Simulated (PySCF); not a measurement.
SiCl₂, SMILES Cl[Si]Cl (connectivity only; charge and spin as stated), neutral, multiplicity 1.

Geometry optimised at PBE-D3(BJ)/def2-TZVP. The isomer is the one that the SMILES or the coordinates give; other isomers of the formula were not compared.

Computed with HF/def2-TZVPD run with PySCF.

Symmetry labels are those of the subgroup C2v that the program uses (full group C2v).

Q: List the valence orbital energies around the gap with their symmetry. (Estimate from the structure and the level; the computed values follow.)

A: 
```json
[
 {"orbital": "HOMO−7", "symmetry": "B2", "energy (eV)": "-29.71"},
 {"orbital": "HOMO−6", "symmetry": "A1", "energy (eV)": "-18.29"},
 {"orbital": "HOMO−5", "symmetry": "B2", "energy (eV)": "-14.95"},
 {"orbital": "HOMO−4", "symmetry": "A1", "energy (eV)": "-14.06"},
 {"orbital": "HOMO−3", "symmetry": "B1", "energy (eV)": "-13.72"},
 {"orbital": "HOMO−2", "symmetry": "A2", "energy (eV)": "-12.89"},
 {"orbital": "HOMO−1", "symmetry": "B2", "energy (eV)": "-12.51"},
 {"orbital": "HOMO", "symmetry": "A1", "energy (eV)": "-10.28"},
 {"orbital": "LUMO", "symmetry": "B1", "energy (eV)": "0.16"},
 {"orbital": "LUMO+1", "symmetry": "A1", "energy (eV)": "1.54"},
 {"orbital": "LUMO+2", "symmetry": "B2", "energy (eV)": "1.77"},
 {"orbital": "LUMO+3", "symmetry": "A1", "energy (eV)": "2.07"}
]
```
